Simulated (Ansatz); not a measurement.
Abridged output of a molecular run in Ansatz:

```
Functional definition: HF
1843 factors; integrals over basis functions are off by at most 1.2e-3 eV
mean field evaluation 1: about -11883.2903 eV, gradient 4.5e1 eV
mean field evaluation 2: about -11883.4740 eV, gradient 4.5e1 eV
mean field evaluation 4: about -11888.3284 eV, gradient 4.1e0 eV
mean field evaluation 8: about -11888.3896 eV, gradient 2.5e-1 eV
mean field -11888.38995780 eV, -436.8902727089 hartree, gradient 6.5e-6 eV, S^2 0.000000; 0 other end points of the search recorded, 0 dependent functions left out
9 core orbitals not correlated: weight in the atoms' cores, before any rotation towards them, 1.000 or more for the frozen orbitals, at most 0.000 for the correlated occupied ones
reference -11888.38995780 eV, -436.8902727089 hartree; 16, 16 occupied and 295, 295 virtual orbitals, 1843 factors
second order -23.98007812 eV of doubles, -0.00000000 eV of singles
cycle   1  -24.93149948 eV  change   -9.5e-1 eV  update   9.3e-2
cycle   2  -25.52142856 eV  change   -5.9e-1 eV  update   2.7e-2
cycle   3  -25.60838727 eV  change   -8.7e-2 eV  update   1.1e-2
cycle   4  -25.60350378 eV  change    4.9e-3 eV  update   2.4e-3
cycle   5  -25.60373130 eV  change   -2.3e-4 eV  update   9.2e-4
cycle   6  -25.60375557 eV  change   -2.4e-5 eV  update   2.6e-4
cycle   7  -25.60364720 eV  change    1.1e-4 eV  update   9.4e-5
cycle   8  -25.60364464 eV  change    2.6e-6 eV  update   3.3e-5
perturbative correction -0.89123660 eV, -0.0327523408 hartree
Total energy: -11914.88483904 eV, -437.8639416355 hartree
```

Its atoms:

Z-matrix (Å, degrees):
```
C
O 1 1.432
H 1 1.090 2 109.7
H 1 1.091 2 110.8 3 122.6
H 1 1.088 2 106.0 3 -118.4
Al 2 2.006 1 119.9 3 163.7
H 2 0.962 1 111.0 3 -60.4
C 6 1.976 2 101.6 1 57.9
C 6 1.972 2 98.0 1 178.2
H 6 1.607 2 96.8 1 -60.6
H 8 1.096 6 113.3 2 -63.6
H 8 1.096 6 110.4 2 177.6
H 8 1.096 6 112.9 2 58.9
H 9 1.096 6 110.6 2 179.4
H 9 1.095 6 112.7 2 60.2
H 9 1.097 6 113.0 2 -62.1
```

**Question.** Which basis set was used?
A. cc-pV(D+d)Z
B. def2-TZVPP
C. def2-QZVPP
D. def2-TZVPPD

**Answer.** B. It gives 320 functions.

**Question.** Write the keys of the input that set method, charge and spin (a neutral closed shell needs none for the last two).

**Answer.** 
```yaml
correlation: {method: ccsd_t}
```
